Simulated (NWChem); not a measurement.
Lowest excitation of H5BN (+1)

SMILES: B[NH3+]
```xyz
7

B      0.9082     0.1008     0.0078
N     -0.6241    -0.0739    -0.0216
H      1.5447    -0.8917     0.1987
H      1.3037     1.2202    -0.1246
H     -0.9802     0.0898     0.9368
H     -0.9344    -1.0201    -0.2819
H     -1.1060     0.6148    -0.6166
```
Charge +1, spin multiplicity 1.

Program: NWChem. All single points use one geometry, from PBE0/def2-SVP, a minimum by its harmonic frequencies.

Basis set: def2-SVPD.

Costs are rough ratios of processor time within this set of runs, SCF included, with CIS as 1.

The correlated methods keep 2 core orbitals frozen. B3LYP has NWChem's definition, with VWN1-RPA local correlation. The structure started from a generated list of species. Coupled-cluster values serve here as a point of comparison, not as the truth.

| method | lowest vertical singlet excitation energy (eV) | relative cost |
|---|---|---|
| CIS | (withheld) | 1 |
| TD-PBE | (withheld) | under 3 |
| TD-B3LYP | 6.05 | 3 |
| TD-PBE0 | 6.06 | 4 |
| EOM-CCSD | (withheld) | 10 |

**Question.** What belongs in the gaps?

**Answer.** 
- CIS, lowest vertical singlet excitation energy (eV): 6.92
- TD-PBE, lowest vertical singlet excitation energy (eV): 5.78
- EOM-CCSD, lowest vertical singlet excitation energy (eV): 6.34
